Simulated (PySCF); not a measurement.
## Aluminium: a sound run and one with changed settings

Sound run: Al⁺ [Ne] 3s2, Al²⁺ [Ne] 3s1. All numbers are calculated (PySCF 2.14, no relativity, point nucleus, in pcseg-2). The sound run starts from symmetry-adapted Hartree-Fock orbitals and uses a fine grid where one is needed.

A second run was set up differently.

```json
{"species": "Al⁺", "method": "UHF", "sound run (hartree)": "-241.66511", "changed run (hartree)": "-241.66511", "converged": "yes"}
{"species": "Al⁺", "method": "BP86", "sound run (hartree)": "-242.16360", "changed run (hartree)": "-242.20027", "converged": "yes"}
{"species": "Al⁺", "method": "LDA", "sound run (hartree)": "-241.09596", "changed run (hartree)": "-241.15409", "converged": "yes"}
{"species": "Al²⁺", "method": "UHF", "sound run (hartree)": "-241.02210", "changed run (hartree)": "-241.02210", "converged": "yes"}
{"species": "Al²⁺", "method": "BP86", "sound run (hartree)": "-241.47125", "changed run (hartree)": "-241.49493", "converged": "yes"}
{"species": "Al²⁺", "method": "LDA", "sound run (hartree)": "-240.40172", "changed run (hartree)": "-240.44616", "converged": "yes"}
```

Ionisation energy of Al⁺:

```tsv
method	sound run (eV)	changed run (eV)
UHF	17.497	17.497
BP86	18.840	19.193
LDA	18.891	19.264
```

Question: What was changed?
A. level shift left on
B. basis contracted for another Hamiltonian
C. radial grid too coarse
D. minimal basis

Answer: C. It used radial step 0.8 in ln r (0.13 in the sound run). A coarse radial grid mis-integrates the density and the exchange-correlation energy, with errors of either sign; Hartree-Fock needs no grid.
